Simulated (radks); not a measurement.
Problem. Pb LVI, configuration [Ar] 3d9 (the NIST ground configuration). Method: Dirac Kohn-Sham, LDA (Slater exchange, VWN5 correlation), spin-unpolarised, spherical densities, finite nucleus; open shells are shared between the two j in proportion to 2j + 1; Fermi nuclear charge, rms radius 5.5012 fm; computed with a radial shooting solver on a logarithmic mesh with Libxc functionals.

Spin-orbit splittings of the eigenvalues, e(l+1/2) - e(l-1/2), with zeta = 2 splitting/(2l+1) and mean radii in bohr:

| shell | occ. | splitting (eV) | zeta (eV) | <r> j=l-1/2 | <r> j=l+1/2 |
|---|---|---|---|---|---|
| 2p | 6 | 2202 | 1468 | 0.05471 | 0.06356 |
| 3p | 6 | ? | ? | 0.1599 | 0.1746 |
| 3d | 9 | 113.9 | 45.58 | 0.1508 | 0.1552 |
| 4p | 0 | 186.9 | 124.6 | 0.3253 | 0.3455 |

Estimate the 3p splitting.

Solution. 522.0 eV (zeta = 348.0 eV).
